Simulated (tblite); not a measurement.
Input of a run (GFN2-xTB geometry optimisation, gas phase (tblite 0.8.0)), started from a force field or distance geometry:
```
{"job": {"kind": "relax", "xc": "GFN2-xTB", "basis": "xTB"}, "charge": 0, "multiplicity": 1}
C      1.840600    -1.268200     1.655100
C      1.282500    -0.775000     0.520600
C      1.811000    -1.150000    -0.826400
P     -0.156100     0.386500     0.736700
C      0.321600     1.777200    -0.356500
C      1.515700     2.553700     0.159200
C     -1.465600    -0.438200    -0.306300
C     -1.823300    -1.815300     0.260700
C     -2.723700     0.420100    -0.364200
H      1.456200    -1.003300     2.646600
H      2.672500    -1.949700     1.623000
H      2.177900    -0.269500    -1.355500
H      1.013200    -1.607500    -1.427100
H      2.630700    -1.866100    -0.770900
H     -0.527200     2.478500    -0.432800
H      0.524600     1.425000    -1.366700
H      2.421700     1.935700     0.212200
H      1.331000     2.947300     1.164800
H      1.736800     3.403700    -0.492600
H     -1.082000    -0.564600    -1.316700
H     -0.974600    -2.493700     0.257200
H     -2.613200    -2.284700    -0.350300
H     -2.194800    -1.748400     1.298500
H     -3.149900     0.604100     0.631100
H     -3.503000    -0.066700    -0.957600
H     -2.543600     1.391700    -0.828800
```

Output (eV, eV/Å):
```
step      E/eV     max force
  0    -769.48105    1.550
  1    -769.54240    1.098
  2    -769.56405    0.281
  3    -769.57032    0.194
  4    -769.57518    0.147
  5    -769.57968    0.200
  6    -769.58393    0.184
  7    -769.58701    0.109
  8    -769.58931    0.098
  9    -769.59110    0.099
 10    -769.59259    0.096
 11    -769.59382    0.076
 12    -769.59492    0.070
 13    -769.59595    0.073
 14    -769.59698    0.081
 15    -769.59793    0.064
 16    -769.59864    0.058
 17    -769.59908    0.041
 18    -769.59944    0.042
 19    -769.59989    0.045
 20    -769.60044    0.063
 21    -769.60093    0.050
 22    -769.60127    0.049
 23    -769.60155    0.048
 24    -769.60186    0.053
 25    -769.60221    0.058
 26    -769.60251    0.038
 27    -769.60274    0.032
 28    -769.60297    0.032
 29    -769.60320    0.040
 30    -769.60340    0.038
 31    -769.60355    0.037
 32    -769.60370    0.031
 33    -769.60389    0.036
 34    -769.60412    0.041
 35    -769.60435    0.033
 36    -769.60457    0.031
 37    -769.60481    0.037
 38    -769.60506    0.039
 39    -769.60526    0.030
 40    -769.60541    0.026
 41    -769.60552    0.028
 42    -769.60564    0.027
 43    -769.60577    0.027
 44    -769.60587    0.023
 45    -769.60595    0.019
 46    -769.60602    0.016
 47    -769.60608    0.020
 48    -769.60614    0.024
 49    -769.60619    0.020
 50    -769.60622    0.014
 51    -769.60625    0.012
 52    -769.60627    0.012
 53    -769.60629    0.014
 54    -769.60631    0.011
 55    -769.60633    0.010
```

Problem. Summarise the run.

Solution. The energy falls by 2.9 kcal/mol over 55 L-BFGS steps, the largest force on an atom goes from 1.55 to 0.010 eV/Å, and the atoms move by 0.080 Å rms after alignment. The bond that changes most is P4–C5 (phosphine phosphorus to sp3 carbon bound to phosphorus), which lengthens by 0.035 Å. Bonds longer at the end by more than 0.005 Å: 4 of 25; shorter: 11. Among the angles that change most is C2–C3–H14, from 112.6° to 110.1°. The energy never rose by more than 1e-5 eV on the way. The first step brought 49 % of the lowering.

Problem. What are the final bond lengths?

Solution. C1=C2 1.327 Å, C2–C3 1.498 Å, C2–P4 1.845 Å, P4–C5 1.867 Å, C5–C6 1.523 Å, P4–C7 1.883 Å, C7–C8 1.525 Å, C7–C9 1.525 Å, C1–H10 1.078 Å, C1–H11 1.080 Å, C3–H12 1.089 Å, C3–H13 1.089 Å, C3–H14 1.089 Å, C5–H15 1.093 Å, C5–H16 1.093 Å, C6–H17 1.089 Å, C6–H18 1.088 Å, C6–H19 1.089 Å, C7–H20 1.097 Å, C8–H21 1.088 Å, C8–H22 1.089 Å, C8–H23 1.089 Å, C9–H24 1.089 Å, C9–H25 1.089 Å, C9–H26 1.088 Å. Numbering counts from 1 in the input's order; the species is `C=C(C)P(CC)C(C)C`.

Its lowest GFN2-xTB frequency is 11i cm⁻¹, too small to tell a flat minimum from a shallow saddle. The numbers are those of one conformer. 3 starts were optimised and ended at 0.00, 1.55 and 1.55 kcal/mol (GFN2-xTB); the lowest of these is shown.

The values belong to the conformer `[CH2:1]=[C:2]([CH3:3])[P:4]([CH2:5][CH3:6])[CH:7]([CH3:8])[CH3:9]`: C1–C2–P4–C5 133°, C2–P4–C5–C6 -68°, C2–P4–C7–C8 63°.

These are computed values.
